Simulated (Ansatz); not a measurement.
`CC([SiH3])C=N` + `[SH][SnH]([Cl])[Cl]` → `C[S][SnH]([Cl])[Cl]` + `N=CC[SiH3]`  (substitution at a C–C bond)

Computed with Ansatz on PBE0-D4/def2-TZVP structures; ΔE is electronic, products minus reactants. CCSD(T)/CBS adds triple-zeta CCSD(T) − MP2 to the extrapolated MP2 energy (def2 sets, frozen cores). Functionals use def2-TZVPP. B3LYP here is the variant with VWN-RPA as its local correlation; programs differ in this. def2 core potentials past Kr. For Sn outer-core shells are correlated without core-valence functions, which leaves a few kJ/mol of doubt a bond. Each species was taken in one conformer, which may not be the lowest.

```csv
level,ΔE (kJ/mol),difference from CCSD(T)/CBS
PBE-D4,-2.7,-3.3
r2SCAN-D4,-1.0,-1.6
PBE0-D4,-0.5,-1.1
B3LYP-D4,-2.1,-2.7
ωB97X-V,0.9,0.3
ωB97M-V,1.3,0.7
B2PLYP,-0.1,-0.7
PBE,-2.5,-3.1
r2SCAN,-1.1,-1.7
PBE0,-0.2,-0.8
B3LYP,-1.6,-2.2
HF/def2-TZVPP,2.0,1.4
MP2/def2-TZVPP,2.8,2.2
SCS-MP2/def2-TZVPP,2.8,2.2
CCSD/def2-TZVPP,5.2,4.6
CCSD(T)/def2-TZVPP,4.5,3.9
HF/def2-QZVPP,2.1,1.5
MP2/def2-QZVPP,0.7,0.1
SCS-MP2/def2-QZVPP,0.7,0.1
HF/CBS(def2),2.1,1.5
MP2/CBS(def2),-1.1,-1.7
CCSD/CBS(def2),1.3,0.7
CCSD(T)/CBS,0.6,0
```

Largest T1 diagnostic among the species: 0.012.
